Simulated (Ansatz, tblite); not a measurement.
Cost and result up the ladder for [Cu(H2O)4]2+ (CuO4H8²⁺) (13 atoms). Charge 2, multiplicity 2. Geometry: r2SCAN-D4/def2-SVP.

```xyz
13

Cu    0.005   -0.012    0.007
O     1.539    0.024   -1.207
H     1.458    0.010   -2.179
H     2.463   -0.191   -0.980
O     0.968    1.159    1.243
H     1.596    1.849    0.959
H     1.078    1.027    2.203
O    -1.583    0.080    1.146
H    -1.830    0.868    1.665
H    -2.096   -0.676    1.487
O    -0.981   -1.129   -1.261
H    -1.937   -1.042   -1.431
H    -0.680   -1.969   -1.652
```

Ansatz on 4 threads of Intel Xeon 6975P-C on a shared host; xTB runs through tblite on one thread. Times are rough, summed over both states, and most runs start from the orbitals of an earlier one. CAM-B3LYP-D4/def2-TZVP serves as the yardstick here, not as an exact answer. Differences are given only for rows in sets of like size (and for xTB, whose basis is part of the method), since another set adds its own error. The other state is a triplet.

The xTB rows come from tblite. Correlated methods freeze 13 core orbitals. The rows differ in basis, and correlated rows in double-zeta sets carry the largest basis error. In CCSD on the charge 3 triplet the largest single amplitude is 0.17, so its Hartree–Fock determinant may place the open shell otherwise than the density functionals do. No other spin state of charge 2 was run.

Run but left out: PBE-D4/def2-TZVP (charge +3 triplet: an occupied level 0.00 eV above an empty one).

Correlated methods converge slowly with the basis, most of all in double-zeta sets.

Raw xTB energies of ions are shifted by several eV, and xTB has no spin-polarisation term.

```tsv
level	functions	vertical IE (eV)	difference from CAM-B3LYP-D4/def2-TZVP (eV)
GFN1-xTB	41	23.46	1.17
CAM-B3LYP-D4/def2-TZVP (with forces)	217	22.29	0.00
GFN2-xTB	33	25.17	2.88
PBE0-D4/def2-TZVP	217	21.84	-0.46
CCSD(T)/def2-SVP	127	22.82	–
```

(1) Estimate how long each takes.

## Answers

(1) GFN2-xTB 0.014 s; GFN1-xTB 0.015 s; PBE0-D4/def2-TZVP 10 s; CAM-B3LYP-D4/def2-TZVP (with forces) 17 s; CCSD(T)/def2-SVP 61 s. On shared hardware such times vary by a factor of up to 3.
